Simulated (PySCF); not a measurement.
Species: C4H11GeN.
SMILES: `C=CC[NH][GeH2][CH3]`

Torsions of this conformer, `[CH2:1]=[CH:2][CH2:3][NH:4][GeH2:5][CH3:6]`: C1–C2–C3–N4 -8°, C2–C3–N4–Ge5 153°, C3–N4–Ge5–C6 61°.

The closed-shell ground state was solved at several levels (PySCF, density fitting, gas phase). The structure is a single PBE0-D3(BJ)/def2-SVP conformer in the gas phase; no vibrational or solvent corrections. The calculation is non-relativistic and has no spin–orbit coupling, an omission that weighs most on germanium.

```tsv
level	basis functions	total energy (Eh)	HOMO (eV)	LUMO (eV)	gap (eV)	dipole (D)
PBE0/pcSseg-1	181	-2290.0082	-6.50	0.54	7.04	1.33
B3LYP/pcJ-1 (pcSseg-1 on Ge)	286	-2290.6343	-6.25	0.31	6.56	1.33
```

Question: What might CAM-B3LYP/def2-SVPD (226 basis functions) give for the same quantities?

Answer: Total energy -2290.3703 Eh, HOMO -7.90 eV, LUMO 1.10 eV, gap 9.00 eV, dipole 1.33 D.

Question: Over all these levels, which gives the widest orbital gap and which the narrowest?

Answer: CAM-B3LYP/def2-SVPD (range-separated hybrid) has the widest, 9.00 eV, and B3LYP/pcJ-1 (pcSseg-1 on Ge) (global hybrid, 20 % exact exchange) the narrowest, 6.56 eV. Functional and basis both differ between the two, so the spread mixes both effects.

Question: How far do the dipole and the HOMO energy spread over the levels?

Answer: The dipole runs from 1.33 to 1.33 D (mean 1.33 D) and the HOMO from -7.90 to -6.25 eV.
